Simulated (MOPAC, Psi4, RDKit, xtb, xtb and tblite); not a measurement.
Two geometries of C2H9NOSi2, SMILES O=C(C)[SiH2][SiH2]N, relaxed at GFN2-xTB with one dihedral held; other torsions can differ between them too.

Structure A

```
15

C     -2.2516    -1.1501     0.0961
C     -1.4440     0.0175    -0.3997
O     -1.4834     0.3837    -1.5562
Si    -0.2865     0.9482     0.8244
Si     1.8285     0.9632    -0.0993
N      1.9058     2.3994    -1.0477
H     -1.5749    -1.8920     0.5156
H     -2.9039    -0.8073     0.8967
H     -2.8437    -1.5943    -0.7015
H     -0.9360     2.2528     0.9969
H     -0.4207     0.2549     2.1151
H      2.1216    -0.2866    -0.8315
H      2.9085     1.1315     0.8791
H      1.1551     2.5838    -1.6949
H      2.7825     2.6665    -1.4670
```

Structure B

```
15

C     -2.4326    -0.3777    -0.4581
C     -1.1788    -0.7975     0.2609
O     -0.7873    -1.9450     0.2583
Si    -0.1356     0.5468     1.1470
Si     1.7290     0.9704    -0.1487
N      1.6380     2.6457    -0.5599
H     -3.1395     0.0082     0.2738
H     -2.1929     0.4293    -1.1477
H     -2.8798    -1.2107    -0.9967
H     -1.0461     1.6818     1.3778
H      0.1649    -0.0082     2.4706
H      1.7544     0.3084    -1.4568
H      2.9772     0.5905     0.5434
H      1.4688     3.3247     0.1645
H      2.3046     3.0194    -1.2165
```

Problem. Which is lower in energy at the level B3LYP-D3(BJ)/def2-TZVP // GFN2-xTB (Psi4), and by how much?

Solution. A is lower, by 1.20 kcal/mol (dihedral C2–Si4–Si5–N6: 90° in A, 120° in B).

E(B) − E(A) in kcal/mol at the other levels, on the same two geometries: GFN2-xTB (xtb and tblite) 0.21; MMFF94 // GFN2-xTB (RDKit) -0.37; B3LYP/def2-TZVP // GFN2-xTB (Psi4) 1.11; PBE/def2-TZVP // GFN2-xTB (Psi4) 0.95; PBE-D3(BJ)/def2-TZVP // GFN2-xTB (Psi4) 1.01; UFF // GFN2-xTB (RDKit) 0.77; PM7, restricted, heats of formation // GFN2-xTB (MOPAC) 0.68; AM1, restricted, heats of formation // GFN2-xTB (MOPAC) -0.15; GFN1-xTB // GFN2-xTB (xtb) 0.76.
